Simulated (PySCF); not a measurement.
Zn(I)(GeH3) (GeH₃IZn), SMILES [GeH3][Zn][I].

Geometry: PBE0-D3(BJ)/def2-SVP. The structure was generated by enumeration; whether it is a known compound was not checked. The def2 effective core potentials stand for the cores of I; spin–orbit coupling is left out.

Two levels are set side by side: PBE/def2-TZVPD (PySCF) and ωB97X/def2-TZVPD (PySCF). Same geometry, gas phase. Differences are taken from unrounded values.

```tsv
quantity	PBE
orbital gap (eV)	4.61
highest occupied level (eV)	-6.54
lowest empty level (eV)	-1.92
dipole moment (D)	1.50
mean polarisability (bohr³)	108.5
```

These are the PBE values. What does ωB97X give? (Estimate from the structure and the level; the computed values follow.)


```csv
quantity,ωB97X,PBE minus ωB97X
orbital gap (eV),10.33,-5.72
highest occupied level (eV),-9.83,3.29
lowest empty level (eV),0.50,-2.43
dipole moment (D),1.51,-0.01
mean polarisability (bohr³),101.5,7.0
```

PBE's occupied levels lie high since its potential decays too fast outside the molecule; exact exchange lowers them and widens the gap. PBE's more diffuse valence density responds more strongly to a field. Differences between two approximate levels are no errors against the true value.

Rough cost on one machine, each run with all the roots and properties that it gave: ωB97X against PBE within a factor of 2.
